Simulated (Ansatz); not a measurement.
Basis-set extrapolation for `F[SiH]1[SiH2]S1` (PBE0-D4/def2-TZVP geometry, frozen core, the Gaussian-basis code of Ansatz). Multiplicity 1, RHF reference.

|  | def2-TZVPP | def2-QZVPP |
| --- | --- | --- |
| HF | -1076.749636 | -1076.783438 |
| MP2 correlation | -0.655443 | -0.714754 |
| CCSD(T) correlation | -0.723162 | not run |

Energies in hartree. Use E(X) = E(∞) + A·exp(−7.88·√X) for Hartree–Fock and E(X) = E(∞) + B·X^(−2.97) for correlation, with X = 3 and 4, and add CCSD(T) minus MP2 of the smaller set to the MP2 limit.

Q: What is the CCSD(T) energy at the basis-set limit?

A: HF limit: -1076.783438 + (-0.033802) × 0.13774 = -1076.78809. MP2 limit: -0.714754 + (-0.059311) × 0.74074 = -0.75869. Higher-order term: -0.723162 − (-0.655443) = -0.06772. Total: -1077.61450 hartree, 88.9 kcal/mol below CCSD(T)/def2-TZVPP.
